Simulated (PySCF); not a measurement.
Se(OH)(SH) (H2OSSe), SMILES O[Se]S. Atoms are numbered in the order given.

```xyz
5

Se     0.4788    -0.1137     0.3758
O      0.0654    -1.7963    -0.2246
H      0.5208    -1.8903    -1.0826
S     -0.9578     1.1912    -0.6333
H     -1.9973     1.0684     0.2355
```
Charge 0, spin multiplicity 1.

Geometry: PBE-D3(BJ)/def2-TZVP. One conformer was computed; it need not be the lowest.

These are PBE-D3(BJ)/def2-TZVP run with PySCF values and carry that method's errors.

Frequencies are harmonic and unscaled.

Problem. Give all harmonic wavenumbers and intensities. (Estimate from the structure and the level; the computed values follow.)

Solution. 
| mode | ν (cm⁻¹) | IR (km/mol) | moving atoms (share of kinetic energy) |
|---|---|---|---|
| 1 | 203 | 0.2 | O 53 %, S 23 %, Se 16 % |
| 2 | 383 | 43.9 | H 83 %, S 10 % |
| 3 | 392 | 29.2 | S 62 %, Se 28 %, H 9 % |
| 4 | 404 | 55.9 | H 91 % |
| 5 | 604 | 76.4 | O 81 %, Se 17 % |
| 6 | 798 | 7.4 | H 96 % |
| 7 | 1058 | 46.4 | H 94 % |
| 8 | 2549 | 2.1 | H 97 % |
| 9 | 3663 | 67.9 | H 94 % |
